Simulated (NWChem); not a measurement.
Molecule: TiH$_{3}$O$_{3}$F; SMILES [OH][Ti]([OH])([OH])[F]

```xyz
8

Ti     0.0005    -0.0231     0.0001
F      0.0088    -1.7803     0.0075
O     -0.9016     0.5607     1.4114
H     -0.6453     1.0433     2.2025
O      1.6711     0.5687     0.0684
H      2.2304     1.0417    -0.5541
O     -0.7788     0.5491    -1.4875
H     -1.6011     1.0177    -1.6566
```
Atoms are numbered in this order, from 1.

Structure relaxed at the PBE0/def2-SVP level.

### Question
List the 4 lowest vertical singlet excitations from CAM-B3LYP/def2-SVPD, TDA (NWChem).

### Answer
```
state  energy (eV)  oscillator strength  leading excitation (squared amplitude)
-----  -----------  -------------------  --------------------------------------
S1            6.27                0.000                    HOMO → LUMO+1 (0.52)
S2            6.27                0.000                      HOMO → LUMO (0.50)
S3            6.30                0.000                  HOMO−2 → LUMO+1 (0.33)
S4            6.48                0.005                    HOMO−2 → LUMO (0.32)
```
